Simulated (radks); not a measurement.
Initial-state core-level shifts of the copper ion Cu+ when its valence configuration changes from [Ar] 3d10. Method: scalar-relativistic Kohn-Sham, r2SCAN, spin-unpolarised, spherical densities, finite nucleus; meta-GGA in the generalised Kohn-Sham scheme; Fermi nuclear charge, rms radius 3.8823 fm; computed with a radial shooting solver on a logarithmic mesh with Libxc functionals. Shifts are changes of the shell-averaged eigenvalues in eV (positive: less bound); the change of the density at the nucleus, which sets a Mossbauer isomer shift, is in e/bohr^3, on a base of 2.238e+04.

valence           1s       2p       3s       3p  density at nucleus
3d9.5 4s0.5   -3.024   -3.301   -3.063   -2.985              +5.558
3d9.5 4p0.5   -3.942   -4.155   -3.986   -3.911              +0.716
3d8 4p2      -17.535  -18.736  -17.236  -16.850              +4.510
3d8 4s2      -14.081  -15.460  -13.825  -13.444             +28.013
3d9 4p1       -8.188   -8.671   -8.206   -8.042              +1.699
3d9 4s1       -6.383   -6.980   -6.403   -6.235             +11.972
3d8.5 4p1.5  -12.724  -13.537  -12.633  -12.364              +2.963
